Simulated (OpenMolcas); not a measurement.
An OpenMolcas run meant for Tc IV (ANO-R3, X2C; inactive shells 1s 2s 2p 3s 3p 3d 4s 4p; intended active space 4 electrons in 5 orbitals (4d)). One step of its input:

```
&CASPT2
Multistate=5 1 2 3 4 5
Frozen=8 6
IPEA=0.25
Imaginary=0.1
MaxIter=60
WThr=0.0 0.3 0.05
PrWF=0.5
NoMix
Deleted=22 22
```

The run finished. Its levels beside those of a sound run (SS-CASPT2, IPEA 0.25 Eh, imaginary shift 0.1 Eh (closed shells correlated: 4s 4p)), in cm-1 above each run's lowest level:

| Level | This run | Usual run |
| --- | --- | --- |
| 4d4 5D0 | 0.0 | 0.0 |
| 4d4 5D1 | 346 | 346 |
| 4d4 5D2 | 942 | 942 |
| 4d4 5D3 | 1704 | 1701 |
| 4d4 5D4 | 2578 | 2572 |
| 4d4 3P0(1) | 14351 | 14283 |
| 4d4 3H4 | 16988 | 15509 |
| 4d4 3P1(1) | 16151 | 16060 |
| 4d4 3H5 | 17883 | 16324 |
| 4d4 3H6 | 18617 | 17033 |
| 4d4 3F3(1) [68 %] | 18365 | 17433 |
| 4d4 3F2(1) | 18348 | 17587 |
| 4d4 3F4(1) [72 %] | 18853 | 17932 |
| 4d4 3P2(1) | 18708 | 18583 |

Question: Which setting is unsound, and how much does it matter here?

Answer: Nearly half of the orbitals are deleted from the virtual space, which removes much of the correlation energy. Against the sound run the excited levels shown move by 580 cm-1 on average and by 1600 cm-1 at most.

CASPT2 does not keep the components of a term degenerate, so their means are used; among the terms shown or strongly mixed into the levels shown the widest spread is 1400 cm-1 (4d4 3G, this run). The CASPT2 spread within a term exceeds the gap to the next term for 4d4 3P(1) and 4d4 3H, 4d4 3H and 4d4 3F(1), so the order of their levels is uncertain, and so are names and mixing where such terms share a J (holds for this run). Levels of configurations outside the active space are missing.

A share in square brackets marks a mixed level and gives the weight of the term that names it, the lowest over the columns. A number in round brackets counts repeated terms of one configuration in the order of the reference energies.
